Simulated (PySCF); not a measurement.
## Radial density of Sr (strontium, neutral)

UHF, [Kr] 5s2, closed-shell 1S. Computed with PySCF 2.14 in x2c-TZVPPall (8s6p6d2f1g, 79 functions), with scalar relativity by spin-free X2C-1e.

```json
{"r (bohr)": "0.0417", "4πr²ρ (e/bohr)": "42.59"}
{"r (bohr)": "0.0701", "4πr²ρ (e/bohr)": "42.12"}
{"r (bohr)": "0.118", "4πr²ρ (e/bohr)": "57.55"}
{"r (bohr)": "0.198", "4πr²ρ (e/bohr)": "39.30"}
{"r (bohr)": "0.334", "4πr²ρ (e/bohr)": "38.87"}
{"r (bohr)": "0.561", "4πr²ρ (e/bohr)": "29.17"}
{"r (bohr)": "0.944", "4πr²ρ (e/bohr)": "8.182"}
{"r (bohr)": "1.59", "4πr²ρ (e/bohr)": "5.581"}
{"r (bohr)": "2.67", "4πr²ρ (e/bohr)": "1.098"}
{"r (bohr)": "4.49", "4πr²ρ (e/bohr)": "0.4921"}
{"r (bohr)": "7.56", "4πr²ρ (e/bohr)": "0.09053"}
{"r (bohr)": "12.7", "4πr²ρ (e/bohr)": "0.0009118"}
```

Densities and radii are taken from the X2C orbitals without a picture-change correction, which distorts them close to the nucleus.
